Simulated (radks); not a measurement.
Results of a calculation; reference values are marked as such.
Ionisation of neutral bromine, [Ar] 3d10 4s2 4p5, to [Ar] 3d10 4s2 4p4 as the strength of local exchange is varied. Code: a radial shooting solver on a logarithmic mesh with Libxc functionals. Model: scalar-relativistic Kohn-Sham, Slater X-alpha exchange (alpha = 2/3 is LDA exchange), no correlation, spin-polarised, spherical densities, finite nucleus; open shells are filled with parallel spins first; Fermi nuclear charge, rms radius 4.1629 fm.

| alpha | E(Br) (hartree) | exchange (hartree) | IE (eV) | -e of the level emptied (eV) | <r> of it (bohr) |
|---|---|---|---|---|---|
| 0.667 | -2599.97938 | -85.57135 | 10.644 | 6.341 (4p) | 2.146 |
| 0.821 | -2619.83195 | -106.11483 | 12.254 | 7.844 (4p) | 2.066 |
| 0.879 | -2627.34716 | -113.92789 | 12.888 | 8.443 (4p) | 2.039 |
| 0.929 | -2633.84257 | -120.69657 | 13.447 | 8.974 (4p) | 2.015 |
| 0.982 | -2640.74466 | -127.90497 | 14.051 | 9.550 (4p) | 1.992 |
| 0.985 | -2641.13586 | -128.31402 | 14.086 | 9.583 (4p) | 1.990 |
| 0.99 | -2641.78799 | -128.99603 | 14.143 | 9.638 (4p) | 1.988 |

NIST Atomic Spectra Database: 11.814 eV (measured). The Delta-SCF value meets it near alpha = 0.78. Open shells are spherical and high-spin; term and fine-structure splittings are not resolved.
